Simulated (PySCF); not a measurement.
## Spinor energies of P²⁺ (phosphorus, charge +2)

Start: [Ne] 3s1 3p2; 3s1/2 filled at m_j = +1/2; 3p3/2 filled at m_j = +1/2, +3/2. Calculated with PySCF 2.14 in x2c-TZVPall-2c (5s6p2d1f, 40 functions): generalised Hartree-Fock with the X2C-1e Hamiltonian and a Gaussian nucleus; one run each with spin-orbit coupling (SO) switched off, then screened by Boettger's factors. This is a chosen level, not necessarily the ground level.

```csv
spinor shell,electrons,"ε, spin-free (eV)","ε, screened SO (eV)",weight of nominal j (screened SO),"rms radius, screened SO (bohr)"
1s1/2,2,-2207.3,-2207.3,1.000,0.120
2s1/2,2,-229.90,-229.91,1.000,0.560
2p1/2,2,-171.71,-172.59,0.767,0.538
2p3/2,4,-171.71,-171.28,0.883,0.539
3s1/2,1,-43.651,-43.654,0.999,1.86
3p3/2,2,-31.478,-31.467,0.829,2.09
```

| quantity | spin-free | screened SO |
| --- | --- | --- |
| E (hartree) | -340.25361 | -340.25308 |
| M_J | 5/2 | 5/2 |
| ⟨J²⟩ | 8.754 | 8.754 |
| ⟨L²⟩ | 2.004 | 2.005 |
| ⟨S²⟩ | 3.750 | 3.750 |

Each row is a mean over spinors that exchange with the open shell spreads, by up to 1.975 eV (2p3/2).

Rows whose weight is well below 1 are mixtures of j = l ± 1/2: exchange outweighs spin-orbit coupling there, and the label is only the starting occupation.

Without spin-orbit coupling the j labels of p, d and f shells carry no meaning; the spin-free column gives the mean over the occupied spinors of each nl shell.
